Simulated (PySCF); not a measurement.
Cl2CrO2, charge +1, doublet (typed; the unrestricted solution is spin-contaminated), geometry from GFN2-xTB (such geometries of metal compounds can be far from the true shape) (the multiplicity is a formal guess); HF/def2-SVP (PySCF).

The PySCF input:
```python
from pyscf import gto, scf

mol = gto.M(
    atom='''
Cr    0.350137   -0.061119    0.112889
O     1.430549   -0.591872   -0.871559
O     0.778263    0.206308    1.583712
Cl   -0.365250    1.694613   -0.647934
Cl   -1.168502   -1.426886    0.153431
''',
    basis='def2-svp',
    charge=1,
    spin=1,
    verbose=4,
)

mf = scf.UHF(mol)
mf.kernel()
```

Problem. What does PySCF print? Leave out banner, timings and long lists.

Solution. 
```
PySCF version 2.14.0

[INPUT] verbose = 4
[INPUT] num. atoms = 5
[INPUT] num. electrons = 73
[INPUT] charge = 1
[INPUT] spin (= nelec alpha-beta = 2S) = 1
[INPUT] symmetry False subgroup None
[INPUT] Mole.unit = angstrom
[INPUT] Symbol           X                Y                Z      unit          X                Y                Z       unit  Magmom
[...]
nuclear repulsion = 499.537317773726
number of shells = 39
number of NR pGTOs = 193
number of NR cGTOs = 95
basis = def2-svp
ecp = {}

******** <class 'pyscf.scf.uhf.UHF'> ********
method = UHF
initial guess = minao
damping factor = 0
level_shift factor = 0
DIIS = <class 'pyscf.scf.diis.CDIIS'>
diis_start_cycle = 1
diis_space = 8
diis_damp = 0
SCF conv_tol = 1e-09
SCF conv_tol_grad = None
SCF max_cycles = 50
direct_scf = True
direct_scf_tol = 1e-13
number electrons alpha = 37  beta = 36
Set gradient conv threshold to 3.16228e-05
init E= -2111.26581301558

cycle= 1 E= -2110.05191428403  delta_E= 1.21  |g|= 1.25  |ddm|= 2.23
cycle= 2 E= -2102.69208944513  delta_E= 7.36  |g|= 4.66  |ddm|= 2.76
cycle= 3 E= -2110.72804428495  delta_E= -8.04  |g|= 0.319  |ddm|= 2.05
cycle= 4 E= -2110.76424227734  delta_E= -0.0362  |g|= 0.143  |ddm|= 0.17
cycle= 5 E= -2110.77871194662  delta_E= -0.0145  |g|= 0.0803  |ddm|= 0.134
cycle= 6 E= -2110.78667829937  delta_E= -0.00797  |g|= 0.0623  |ddm|= 0.0878
cycle= 7 E= -2110.78838631394  delta_E= -0.00171  |g|= 0.0633  |ddm|= 0.0195
cycle= 8 E= -2110.77527169948  delta_E= 0.0131  |g|= 0.0497  |ddm|= 0.196
cycle= 9 E= -2110.77929208921  delta_E= -0.00402  |g|= 0.0429  |ddm|= 0.118
cycle= 10 E= -2110.78721052  delta_E= -0.00792  |g|= 0.0376  |ddm|= 0.157
cycle= 11 E= -2110.78968423149  delta_E= -0.00247  |g|= 0.0376  |ddm|= 0.048
cycle= 12 E= -2110.78823135396  delta_E= 0.00145  |g|= 0.0374  |ddm|= 0.0281
cycle= 13 E= -2110.78292904379  delta_E= 0.0053  |g|= 0.0403  |ddm|= 0.103
cycle= 14 E= -2110.77606613392  delta_E= 0.00686  |g|= 0.0509  |ddm|= 0.137
cycle= 15 E= -2110.78828683713  delta_E= -0.0122  |g|= 0.0407  |ddm|= 0.243
cycle= 16 E= -2110.78002473409  delta_E= 0.00826  |g|= 0.059  |ddm|= 0.152
cycle= 17 E= -2110.77722324969  delta_E= 0.0028  |g|= 0.0539  |ddm|= 0.107
cycle= 18 E= -2110.77902272142  delta_E= -0.0018  |g|= 0.0573  |ddm|= 0.137
cycle= 19 E= -2110.77993439257  delta_E= -0.000912  |g|= 0.0534  |ddm|= 0.0411
cycle= 20 E= -2110.78258409523  delta_E= -0.00265  |g|= 0.049  |ddm|= 0.0603
cycle= 21 E= -2110.79391071783  delta_E= -0.0113  |g|= 0.0332  |ddm|= 0.242
cycle= 22 E= -2110.79165696028  delta_E= 0.00225  |g|= 0.0327  |ddm|= 0.0896
cycle= 23 E= -2110.79513713596  delta_E= -0.00348  |g|= 0.0353  |ddm|= 0.0854
cycle= 24 E= -2110.79654822855  delta_E= -0.00141  |g|= 0.0353  |ddm|= 0.036
cycle= 25 E= -2110.79977213696  delta_E= -0.00322  |g|= 0.0307  |ddm|= 0.0836
cycle= 26 E= -2110.80626324122  delta_E= -0.00649  |g|= 0.0251  |ddm|= 0.16
cycle= 27 E= -2110.80108255128  delta_E= 0.00518  |g|= 0.111  |ddm|= 0.444
cycle= 28 E= -2110.80992527708  delta_E= -0.00884  |g|= 0.0151  |ddm|= 0.27
cycle= 29 E= -2110.80997894907  delta_E= -5.37e-05  |g|= 0.00566  |ddm|= 0.0356
cycle= 30 E= -2110.80997350328  delta_E= 5.45e-06  |g|= 0.00592  |ddm|= 0.0487
cycle= 31 E= -2110.8099791105  delta_E= -5.61e-06  |g|= 0.00642  |ddm|= 0.0129
cycle= 32 E= -2110.81004286866  delta_E= -6.38e-05  |g|= 0.00279  |ddm|= 0.0244
cycle= 33 E= -2110.81005823704  delta_E= -1.54e-05  |g|= 0.00329  |ddm|= 0.0119
cycle= 34 E= -2110.81008379586  delta_E= -2.56e-05  |g|= 0.00275  |ddm|= 0.0102
cycle= 35 E= -2110.81006700507  delta_E= 1.68e-05  |g|= 0.00265  |ddm|= 0.00485
cycle= 36 E= -2110.81003889155  delta_E= 2.81e-05  |g|= 0.002  |ddm|= 0.0106
cycle= 37 E= -2110.81003737479  delta_E= 1.52e-06  |g|= 0.00172  |ddm|= 0.01
cycle= 38 E= -2110.81005297472  delta_E= -1.56e-05  |g|= 0.00115  |ddm|= 0.0158
cycle= 39 E= -2110.81006364633  delta_E= -1.07e-05  |g|= 0.000955  |ddm|= 0.00951
cycle= 40 E= -2110.81006853124  delta_E= -4.88e-06  |g|= 0.000866  |ddm|= 0.00451
cycle= 41 E= -2110.81007093382  delta_E= -2.4e-06  |g|= 0.000872  |ddm|= 0.002
cycle= 42 E= -2110.8100702044  delta_E= 7.29e-07  |g|= 0.000876  |ddm|= 0.000568
cycle= 43 E= -2110.81006882348  delta_E= 1.38e-06  |g|= 0.000799  |ddm|= 0.00174
cycle= 44 E= -2110.81006837112  delta_E= 4.52e-07  |g|= 0.000762  |ddm|= 0.00206
cycle= 45 E= -2110.81007043266  delta_E= -2.06e-06  |g|= 0.00074  |ddm|= 0.00305
cycle= 46 E= -2110.8100706386  delta_E= -2.06e-07  |g|= 0.000754  |ddm|= 0.000811
cycle= 47 E= -2110.81007083426  delta_E= -1.96e-07  |g|= 0.000728  |ddm|= 0.00197
cycle= 48 E= -2110.8100713889  delta_E= -5.55e-07  |g|= 0.000661  |ddm|= 0.00415
cycle= 49 E= -2110.81007233314  delta_E= -9.44e-07  |g|= 0.000654  |ddm|= 0.00222
cycle= 50 E= -2110.81007313333  delta_E= -8e-07  |g|= 0.000675  |ddm|= 0.00113
SCF not converged.
SCF energy = -2110.81007313333 after 50 cycles  <S^2> = 1.6426431  2S+1 = 2.7514674
```

The run did not converge; its last values are not results.
